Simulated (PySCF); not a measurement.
Deuteron quadrupole couplings in `F[SiH2]/C=C/[SiH3]`

Species: C₂H₇FSi₂.
Cartesian coordinates in Å at the PBE0-D3(BJ)/def2-SVP level; atoms count from 1:
```xyz
12
C2H7FSi2 angstrom
F      2.5531   -0.6949    1.0571
Si     2.2744    0.3296   -0.1796
C      0.4311    0.3847   -0.4302
C     -0.4042   -0.3313    0.3442
Si    -2.2701   -0.3296    0.1617
H      2.9840   -0.1929   -1.3819
H      2.8251    1.6652    0.1878
H      0.0169    1.0177   -1.2293
H      0.0424   -0.9521    1.1347
H     -2.6349    0.5351   -1.0018
H     -2.7802   -1.7170   -0.0636
H     -2.9197    0.2015    1.3998
```

Level: PBE0/pcSseg-1 (PySCF, non-relativistic); Q(2H) = 0.00286 b; rigid geometry, the same for H and D, with no vibrational averaging.

Task: What are Vzz, η and χzz (234.96 MHz × Q × Vzz) at all hydrogens?

Result: 
```json
{"atom": "H6", "bonded to": "Si2", "bond length (Å)": "1.491", "Vzz (au)": "0.1373", "η": "0.04", "χzz (kHz)": "92"}
{"atom": "H7", "bonded to": "Si2", "bond length (Å)": "1.491", "Vzz (au)": "0.1372", "η": "0.04", "χzz (kHz)": "92"}
{"atom": "H8", "bonded to": "C3", "bond length (Å)": "1.100", "Vzz (au)": "0.2933", "η": "0.05", "χzz (kHz)": "197"}
{"atom": "H9", "bonded to": "C4", "bond length (Å)": "1.100", "Vzz (au)": "0.2897", "η": "0.04", "χzz (kHz)": "195"}
{"atom": "H10", "bonded to": "Si5", "bond length (Å)": "1.495", "Vzz (au)": "0.1394", "η": "0.03", "χzz (kHz)": "94"}
{"atom": "H11", "bonded to": "Si5", "bond length (Å)": "1.495", "Vzz (au)": "0.1393", "η": "0.02", "χzz (kHz)": "94"}
{"atom": "H12", "bonded to": "Si5", "bond length (Å)": "1.496", "Vzz (au)": "0.1392", "η": "0.02", "χzz (kHz)": "94"}
```

Task: Average by the element that carries the hydrogen.

Result: on Si: 93 kHz over 5 positions, mean bond length 1.493 Å; on C: 196 kHz over 2 positions, mean bond length 1.100 Å.

One conformer (not necessarily the lowest) at the PBE0-D3(BJ)/def2-SVP geometry, without solvent, vibrations or thermal averaging. These gradients aren't converged with respect to the basis.
